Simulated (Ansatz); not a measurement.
Molecule: PbI2, net charge 0, triplet state. This is an excited triplet: at this geometry the singlet lies 2.32 eV lower at RI-MP2/CBS(def2-TZVPPD,def2-QZVPPD)+[CCSD(T)-MP2]/def2-TZVPPD. 
Geometry from a B3LYP-D3(BJ)/def2-TZVP (Ansatz, a first-principles code) optimisation:
```
Pb
I 1 2.8985
I 1 2.8985 2 124.34
```
Charge 0, spin multiplicity 3.

Basis-set convergence of Hartree-Fock and CCSD correlation energies (hartree) with Ansatz. Valence correlation only, unless marked. Open shells are spin-unrestricted. No spin-orbit coupling. The frozen core is the preceding noble-gas configuration, with the filled d and f shells of earlier blocks. In def2 rows, elements after Kr have scalar-relativistic effective core potentials.

| basis | functions | E(HF) | E(corr, CCSD) |
|---|---|---|---|
| def2-SVP | 78 | -785.18532 | -0.26039 |
| def2-TZVPP | 150 | … | … |

**Question.** Complete the blanks.

**Answer.** 
- def2-TZVPP, E(HF): -785.20933
- def2-TZVPP, E(corr, CCSD): -0.35899
